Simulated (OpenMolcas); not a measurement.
CH2ClI (chloroiodomethane): a line through the functionals

The species is CH2ClI (5 atoms), meant as a singlet with charge 0. SMILES: `ClCI`. Geometry: relaxed at PBE0-D4/def2-TZVP.

The dipole moment y, in D, basis def2-SVPD with a core potential; a is the functional's share of exact exchange. Programs: OpenMolcas 26.06.

```
functional     program     a  y (D)
    revPBE  OpenMolcas     0   1.33
      BLYP  OpenMolcas     0   1.32
     B3LYP  OpenMolcas   0.2      ?
      PBE0  OpenMolcas  0.25   1.40
     BHLYP  OpenMolcas   0.5   1.45
```

**Question.** Fit y = c + s·a to the known rows and predict B3LYP.

**Answer.** 
1. Means of the 4 rows: a = 0.1875, y = 1.375.
2. Σ(Δa)² = 0.17188, Σ(Δa·Δy) = 0.04375, so the slope is 0.04375/0.17188 = 0.25454.
3. Intercept: 1.375 − (0.25454) × 0.1875 = 1.327. The largest residual of the fit is 0.009.
4. B3LYP: 1.327 + (0.25454) × 0.2 = 1.38 D.

The run gave 1.37 D, so the prediction is off by +0.01 D, at the rounding of the table. More exact exchange makes the molecule more polar here.
